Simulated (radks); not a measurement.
Q: The mean radii <r> (bohr) of the occupied orbitals of an atom or ion are listed with their occupations. All-electron calculation, scalar-relativistic Kohn-Sham, PBE, spin-polarised, spherical densities, finite nucleus; Fermi nuclear charge, rms radius of each element as measured or else 0.836 A^(1/3) + 0.57 fm. Program: a radial shooting solver on a logarithmic mesh with Libxc functionals.

| orbital | occ. | <r> |
|---|---|---|
| 1s up | 1 | 0.04550 |
| 1s down | 1 | 0.04550 |
| 2s up | 1 | 0.2028 |
| 2s down | 1 | 0.2028 |
| 2p up | 3 | 0.1772 |
| 2p down | 3 | 0.1772 |
| 3s up | 1 | 0.5983 |
| 3s down | 1 | 0.5982 |
| 3p up | 3 | 0.6173 |
| 3p down | 3 | 0.6169 |
| 3d up | 5 | 0.6791 |
| 3d down | 5 | 0.6753 |
| 4s up | 1 | 1.877 |
| 4s down | 1 | 1.870 |
| 4p up | 2 | 2.294 |

Name the element and its charge. Open shells, if any, are filled with parallel spins first.

A: Z = 33, arsenic, charge +1: As+ in [Ar] 3d10 4s2 4p2. The 1s radius gives Z: for a bare nucleus <r> = (2 gamma + 1)/(2Z) with gamma = sqrt(1 - (Z/c)^2), 0.04456 bohr for Z = 33, and screening makes it slightly larger (0.04550 here). The occupations add up to 32, and the charge is Z minus that.
